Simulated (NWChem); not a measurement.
# C₃H₃, doublet; SMILES C=C=[CH]

Computed with NWChem. Pople sets run with spherical d functions. Spin-unrestricted. In the optimisation the excess spin sits in b1 (C2v, its own frame). All runs use the structure optimised with PBE0/def2-SVP, spin-unrestricted. No stability test was run on the SCF state. Total energies compare along this basis series because the functional is fixed.

```csv
level,basis functions,energy (Ha),highest occupied level (eV),"lowest empty minus highest occupied level, either spin (eV)",dipole (D)
PBE/STO-3G,18,-114.3981,-2.86,2.08,0.05
PBE/3-21G,33,-115.2035,-4.77,1.60,0.05
PBE/6-31G*,48,-115.8360,-4.72,1.62,0.02
PBE/6-311G**,72,-115.8728,-5.00,1.55,0.07
```
